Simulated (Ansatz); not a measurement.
Ansatz results at the PBE0-D4/def2-TZVP geometry: HOMO energy (ωB97M-V/def2-TZVPP) -10.32 eV; HOMO–LUMO gap (PBE0/def2-TZVPP) 6.07 eV; LUMO energy (PBE0/def2-TZVPP) -1.76 eV.

Which molecule gave them?
A. `C#COC=C`
B. `CC#CC=O`
C. `C=C1CC1=O`
D. `FC1OCN1[SiH3]`

B. The others give `FC1OCN1[SiH3]`: -9.86, 7.80, 0.25; `C#COC=C`: -9.30, 7.08, -0.01; `C=C1CC1=O`: -9.45, 4.82, -2.28.
